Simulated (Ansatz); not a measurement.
`[AlH2][BH][GeH3]` + `O[SiH3]` → `[AlH2][BH]O[SiH3]` + GeH₄ at 700 K and 1 bar (cleavage of the B–Ge bond).

Gas-phase electronic energies from Ansatz, PBE0-D4/def2-TZVP geometries. CCSD(T)/CBS adds triple-zeta CCSD(T) − MP2 to the extrapolated MP2 energy (def2 sets, frozen cores). For Ge outer-core shells are correlated without core-valence functions, which leaves a few kJ/mol of doubt a bond. Scalar relativity is left out up to krypton. Each species was taken in one conformer, which may not be the lowest.

```tsv
species	CCSD(T)/CBS energy (Eh)	H − E (kJ/mol)	S (J/(mol·K))
`[AlH2][BH][GeH3]`	-2346.45558	199.8	463.1
`O[SiH3]`	-366.69042	144.6	321.6
`[AlH2][BH]O[SiH3]`	-634.69802	225.8	479.6
GeH₄	-2078.49493	112.9	267.3
```

H − E and S are ideal-gas, rigid-rotor, harmonic terms from PBE0-D4/def2-TZVP, for one conformer and one mirror image of each species. 1 Eh = 2625.50 kJ/mol, R = 8.31446 J/(mol·K).

By hand: ΔE, ΔH, ΔS and ΔG.

ΔE = (-634.69802) + (-2078.49493) − (-2346.45558) − (-366.69042) = -0.04695 Eh = -123.3 kJ/mol. Δ(H − E) = 225.8 + 112.9 − 199.8 − 144.6 = -5.7, so ΔH = -129.0 kJ/mol. ΔS = 479.6 + 267.3 − 463.1 − 321.6 = -37.8 J/(mol·K). ΔG = -129.0 − 700 × (-37.8)/1000 = -102.5 kJ/mol.

By hand: the equilibrium constant, and the temperature at which ΔG would vanish if ΔH and ΔS stayed fixed.

log₁₀ K = −ΔG/(RT ln 10) = 7.6. ΔG = 0 at ΔH/ΔS = 3413 K, far beyond where these terms or the molecules hold.

ΔH outweighs TΔS. A doubt of 5 kJ/mol in ΔE shifts log₁₀ K by 0.4 here. Other conformers and mirror images would add mixing entropy, several J/(mol·K) or more a flexible species. Modes under 60 cm⁻¹, often nearly free rotors, make the harmonic entropy too high. These are equilibria of isolated gas molecules and say nothing of rates. Largest T1 diagnostic: 0.013 (customary marks: 0.02 for closed shells, 0.045 for open ones).
